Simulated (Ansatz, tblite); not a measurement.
Spin states of AgF2, each relaxed with PBE-D4/def2-TZVP in Ansatz. Electronic energies in the gas phase.

In the def2 sets Ag takes a core potential; there is no spin–orbit coupling. The xTB rows come from tblite. LC-ωPBE has ω = 0.4 bohr⁻¹. HSE06 is defined as in plane-wave codes, on full-range PBE exchange. Correlated methods freeze 2 core orbitals; core or outer-core shells of Ag are correlated, in sets that lack core-valence functions. In CCSD on the charge 0 quartet the largest single amplitude is 0.41, so its Hartree–Fock determinant may place the open shell otherwise than the density functionals do. HOMO above LUMO, or a gap near zero within one spin, warns that the state may not be the lowest or that an electron is smeared out. The structure comes from a short search, and lower isomers may exist.

Doublet geometry (D∞h within 0.1 Å):

```xyz
3

Ag    0.000    0.000    0.000
F    -1.643   -0.990    0.277
F     1.643    0.990   -0.277
```

Quartet geometry (C2v within 0.1 Å):

```tsv
atom	x (Å)	y (Å)	z (Å)
Ag1	-0.0221	-0.6760	0.5220
F2	0.0021	-0.6194	-1.5013
F3	0.0200	1.2954	0.9793
```

Run but left out: HF/STO-3G, HF/def2-TZVP, HF/def2-TZVPP, MP2/def2-TZVP, MP2/def2-TZVPP (quartet: a determinant that CCSD turns far, T1 0.088).

Only these spin states were relaxed.

```csv
level,quartet − doublet (kJ/mol),lowest of these,remarks
GFN1-xTB,394.5,doublet,–
GFN2-xTB,469.3,doublet,–
PBE-D4/def2-TZVP,406.9,doublet,gap within one spin near zero (doublet)
r2SCAN-D4/def2-TZVP,420.5,doublet,–
PBE0-D4/def2-TZVP,459.0,doublet,–
r2SCAN0-D4/def2-TZVP,453.1,doublet,–
HSE06-D4/def2-TZVP,458.6,doublet,–
CAM-B3LYP-D4/def2-TZVP,474.8,doublet,–
LC-ωPBE/def2-TZVP,503.0,doublet,–
RPA@PBE/def2-TZVP,401.0,doublet,–
CCSD/def2-TZVPP,508.2,doublet,large T1 (0.088) (quartet)
CCSD(T)/def2-TZVPP,509.1,doublet,large T1 (0.088) (quartet)
```

| state | donor atoms | mean metal–ligand distance (Å) | range (Å) | Mulliken spin on the metal (PBE0) |
| --- | --- | --- | --- | --- |
| doublet | 2 | 1.938 | 1.94–1.94 | 0.69 |
| quartet | 2 | 2.024 | 2.02–2.02 | 1.78 |

⟨S²⟩ at PBE0-D4/def2-TZVP: doublet 0.75 (pure 0.75), quartet 3.76 (pure 3.75).

Change of the quartet − doublet gap on mixing in exact exchange, in kJ/mol: PBE to PBE0 (25 % exact exchange) 52.1; r2SCAN to r2SCAN0 (25 % exact exchange) 32.7.

The xTB methods have no spin-polarisation term.
